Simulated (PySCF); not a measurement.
Computed shifts of a molecule C4H6OS, PySCF with PBE0/pcSseg-1, GIAO, gas phase, equivalent atoms averaged, in ppm (number of nuclei): ¹³C: 165.6 (1), 87.5 (1), 85.6 (1), 28.9 (1). ¹H: 5.91 (1), 5.11 (1), 4.24 (1), 2.01 (3). References: ¹³C against TMS (σ = 186.3 ppm); ¹⁷O against H2O (σ = 334.2 ppm); ³³S against H2S (σ = 716.7 ppm); ¹H against TMS (σ = 31.56 ppm), references at their B3LYP-D3(BJ)/def2-TZVP geometries, non-relativistic. Geometry: B3LYP-D3(BJ)/def2-SVP. The values are those of a single conformer.

**Question.** Identify the compound among the candidates.
A) O=C1CC[C@@H]1S
B) C=C1O[C@@H](C)S1
C) C1=CSCOC1
D) O=CSC1CC1

**Answer.** B, C=C1O[C@@H](C)S1
